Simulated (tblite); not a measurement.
Species: C₂H₉FSSi₂.
Atom-mapped SMILES: `[CH3:1][S:2][CH2:3][SiH2:4][SiH2:5][F:6]` (hydrogens: H7, H8, H9 on C1; H10, H11 on C3; H12, H13 on Si4; H14, H15 on Si5)

Computed with GFN2-xTB (tblite), gas phase: L-BFGS steps from a force-field or distance-geometry start until the largest atomic force falls under 0.01 eV/Å.

At the end of the run (lengths in Å): Si4–Si5 2.307, Si5–F6 1.617, C3–Si4 1.910, C3–H10 1.090, Si5–H15 1.458, C1–H9 1.087, Si5–H14 1.463, C1–S2–C3 99.3°, S2–C3–Si4 110.0°, C3–Si4–Si5 110.0°, Si4–Si5–F6 105.9°, C1–S2–C3–Si4 -179°, S2–C3–Si4–Si5 60°, C3–Si4–Si5–F6 168°, H12–Si4–Si5–F6 -72°, H14–Si5–Si4–C3 55°.

Problem. These geometries were met on the way; a selection of coordinates is given. Order them by energy above the end point, lowest first.
A. Si4–Si5 2.278, Si5–F6 1.599, C3–Si4 1.926, C3–H10 1.093, Si5–H15 1.433, C1–H9 1.079, Si5–H14 1.440, C1–S2–C3 103.7°, S2–C3–Si4 103.1°, C3–Si4–Si5 103.1°, Si4–Si5–F6 107.2°, C1–S2–C3–Si4 167°, S2–C3–Si4–Si5 93°, C3–Si4–Si5–F6 -81°, H12–Si4–Si5–F6 35°, H14–Si5–Si4–C3 162°
B. Si4–Si5 2.310, Si5–F6 1.610, C3–Si4 1.913, C3–H10 1.090, Si5–H15 1.456, C1–H9 1.087, Si5–H14 1.459, C1–S2–C3 98.7°, S2–C3–Si4 110.8°, C3–Si4–Si5 109.6°, Si4–Si5–F6 110.1°, C1–S2–C3–Si4 176°, S2–C3–Si4–Si5 63°, C3–Si4–Si5–F6 -99°, H12–Si4–Si5–F6 24°, H14–Si5–Si4–C3 147°
C. Si4–Si5 2.312, Si5–F6 1.611, C3–Si4 1.908, C3–H10 1.090, Si5–H15 1.458, C1–H9 1.088, Si5–H14 1.461, C1–S2–C3 98.3°, S2–C3–Si4 111.0°, C3–Si4–Si5 112.8°, Si4–Si5–F6 110.3°, C1–S2–C3–Si4 172°, S2–C3–Si4–Si5 82°, C3–Si4–Si5–F6 -76°, H12–Si4–Si5–F6 47°, H14–Si5–Si4–C3 168°
D. Si4–Si5 2.223, Si5–F6 1.684, C3–Si4 1.876, C3–H10 1.124, Si5–H15 1.490, C1–H9 1.116, Si5–H14 1.452, C1–S2–C3 106.9°, S2–C3–Si4 105.9°, C3–Si4–Si5 106.5°, Si4–Si5–F6 107.2°, C1–S2–C3–Si4 168°, S2–C3–Si4–Si5 89°, C3–Si4–Si5–F6 -77°, H12–Si4–Si5–F6 37°, H14–Si5–Si4–C3 161°
E. Si4–Si5 2.313, Si5–F6 1.612, C3–Si4 1.926, C3–H10 1.095, Si5–H15 1.457, C1–H9 1.086, Si5–H14 1.453, C1–S2–C3 102.9°, S2–C3–Si4 104.8°, C3–Si4–Si5 105.6°, Si4–Si5–F6 108.8°, C1–S2–C3–Si4 168°, S2–C3–Si4–Si5 92°, C3–Si4–Si5–F6 -79°, H12–Si4–Si5–F6 39°, H14–Si5–Si4–C3 166°

Solution. B (0.075 eV), C (0.125 eV), E (0.205 eV), A (0.338 eV), D (0.692 eV).

```tsv
step	E above end (eV)	rms distance from the end, all atoms (Å)	largest force (eV/Å)	rms shift of all bonds from the end (Å)
93	0.075	0.892	0.097	0.003
28	0.125	1.084	0.190	0.003
13	0.205	1.125	0.217	0.006
4	0.338	1.149	0.648	0.015
0	0.692	1.181	1.859	0.035
```

Rows stand in the order of the answer.
